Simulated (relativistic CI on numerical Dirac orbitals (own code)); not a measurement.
Ti²⁺ in a cubic cluster: 3p photoemission with charge transfer

Computed with a charge-transfer multiplet model of a cubic metal-ligand cluster with up to one ligand hole, Slater and spin-orbit integrals from Dirac-Coulomb-Breit ions, Slater integrals scaled by 0.8. The ground state mixes d2 with configurations of k ligand holes L, whose averages lie at kΔ + k(k − 1)U_dd/2; a core hole lowers each added d electron by U_cd. 300 K, Lorentzian 0.9 eV and Gaussian 0.8 eV FWHM.

Atomic integrals in eV (Slater integrals scaled, ζ unscaled), ground: F2dd 6.578, F4dd 4.090, zeta_d 0.013; with the core hole: F2dd 7.618, F4dd 4.781, zeta_d 0.017, zeta_core 0.435, F2cd 8.281, G1cd 10.323, G3cd 6.276.

Cluster parameters (eV): Δ = 6, U_dd = 5, U_cd = 6.3, 10Dq = 1.4, 10Dq(ligand) = 1.2, final-state hopping factor = 1.

```json
{"Case": "V(eg) = 1.6 eV, V(t2g) = -0.73 eV", "n_d": "2.18", "d2": "0.82", "d3L": "0.18", "S": "1.00"}
{"Case": "V(eg) = 1.9 eV, V(t2g) = -0.86 eV", "n_d": "2.21", "d2": "0.79", "d3L": "0.21", "S": "1.00"}
{"Case": "V(eg) = 2.2 eV, V(t2g) = -1 eV", "n_d": "2.24", "d2": "0.76", "d3L": "0.24", "S": "1.00"}
{"Case": "V(eg) = 2.8 eV, V(t2g) = -1.27 eV", "n_d": "2.28", "d2": "0.72", "d3L": "0.28", "S": "1.00"}
{"Case": "V(eg) = 3.1 eV, V(t2g) = -1.41 eV", "n_d": "2.30", "d2": "0.70", "d3L": "0.30", "S": "1.00"}
```

Weights, n_d and S are thermal averages at 300 K. Binding energies count from the first peak over 30 % of the highest in each spectrum, which can be another peak from case to case. The parameters are a model scan and need not match a compound or its usual spin state. Peaks in eV (height, largest 100):
- V(eg) = 1.6 eV, V(t2g) = -0.73 eV: 0.0 (100), 3.2 (54), 8.1 (23), 13.2 (8), 14.9 (9), 17.2 (6)
- V(eg) = 1.9 eV, V(t2g) = -0.86 eV: 0.0 (100), 3.2 (42), 10.1 (20), 15.1 (9)
- V(eg) = 2.2 eV, V(t2g) = -1 eV: 0.0 (100), 10.8 (21), 15.1 (8)
- V(eg) = 2.8 eV, V(t2g) = -1.27 eV: 0.0 (100), 4.9 (18), 11.3 (14)
- V(eg) = 3.1 eV, V(t2g) = -1.41 eV: 0.0 (100), 5.3 (15), 11.3 (12), 13.8 (12)

For the case V(eg) = 2.2 eV, V(t2g) = -1 eV, Δ = 6 eV is larger than U_dd = 5 eV, the Mott-Hubbard side of the Zaanen-Sawatzky-Allen scheme. With the core hole the average of the configuration with one ligand hole lies at Δ − U_cd = -0.3 eV before mixing: the effective hopping of about 4.7 eV (from the holes of the mixed ground state) is comparable with this gap or larger, so the configurations mix strongly.

With at most 1 ligand hole the space is cut while the next configuration still counts, so covalency is underestimated, and a final configuration with one more ligand hole, which can lie low, is missing from the spectra.
